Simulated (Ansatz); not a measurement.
Si₂Ge. The state is a triplet with charge 0. Geometry PBE0-D4/def2-TZVP; atoms count from 1.

Cartesian coordinates in Å:
```
Si 0.1988 0.3976 1.2464
Si 0.3996 -1.2253 -0.3004
Ge -0.5984 0.8277 -0.9460
```

The structure comes from a short search, and lower isomers may exist.

(1) Estimate the Mulliken populations from the PBE0/def2-TZVP orbitals of Ansatz.

(2) Where does the spin sit?

(3) And the Mayer bond orders between heavy atoms (over 0.3)?

Answers

(1) 
| atom | charge (e) | spin (α − β) |
| --- | --- | --- |
| Si1 | -0.02 | 0.71 |
| Si2 | -0.02 | 0.71 |
| Ge3 | 0.03 | 0.58 |
Mulliken values depend strongly on the basis.

(2) Summed by element: Si 1.42, Ge 0.58, of 2 unpaired in all. Largest on single atoms: Si2 0.71, Si1 0.71, Ge3 0.58.

(3) Si1–Si2 1.44 (2.25 Å); Si1–Ge3 1.28 (2.37 Å); Si2–Ge3 1.28 (2.37 Å).
